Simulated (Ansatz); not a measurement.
One change: `C[SiH2][S][Ti]([Cl])([Cl])[Cl]` becomes `C#[C][Ti]([Cl])([Cl])[Cl]`.

Ansatz, PBE0-D4/def2-TZVP geometries, multiplicity 1. Each molecule was computed in one conformer, which needn't be the lowest.

Scalar relativity is left out up to krypton.

```json
{"property": "HOMO energy (PBE0/def2-TZVPP) / eV", "`C[SiH2][S][Ti]([Cl])([Cl])[Cl]`": "-8.09"}
{"property": "LUMO energy (PBE/def2-TZVPP) / eV", "`C[SiH2][S][Ti]([Cl])([Cl])[Cl]`": "-4.28"}
{"property": "HOMO energy (B3LYP/def2-TZVPP) / eV", "`C[SiH2][S][Ti]([Cl])([Cl])[Cl]`": "-7.84"}
{"property": "HOMO–LUMO gap (PBE0/def2-TZVPP) / eV", "`C[SiH2][S][Ti]([Cl])([Cl])[Cl]`": "4.65"}
{"property": "size of the dipole moment (PBE/def2-TZVPP) / D", "`C[SiH2][S][Ti]([Cl])([Cl])[Cl]`": "2.14"}
{"property": "HOMO–LUMO gap (B3LYP/def2-TZVPP) / eV", "`C[SiH2][S][Ti]([Cl])([Cl])[Cl]`": "4.21"}
```

Q: What does the change do to each property? (An estimate is asked.)

A: Computed: 
```csv
property,`C#[C][Ti]([Cl])([Cl])[Cl]`,shift
HOMO energy (PBE0/def2-TZVPP) / eV,-8.80,-0.71
LUMO energy (PBE/def2-TZVPP) / eV,-4.44,-0.16
HOMO energy (B3LYP/def2-TZVPP) / eV,-8.54,-0.70
HOMO–LUMO gap (PBE0/def2-TZVPP) / eV,5.17,0.52
size of the dipole moment (PBE/def2-TZVPP) / D,1.56,-0.58
HOMO–LUMO gap (B3LYP/def2-TZVPP) / eV,4.70,0.49
```

With PBE0 the HOMO falls by 0.71 eV and the LUMO falls by 0.20 eV, so the gap widens by about 0.51 eV. PBE moves the HOMO by -0.68 eV and ωB97M-V by -0.80 eV. The zero-point energy changes by -100.7 kJ/mol with -15 modes. Dipoles are sizes alone; their direction can turn.

B3LYP here is the variant with VWN-RPA as its local correlation; programs differ in this.
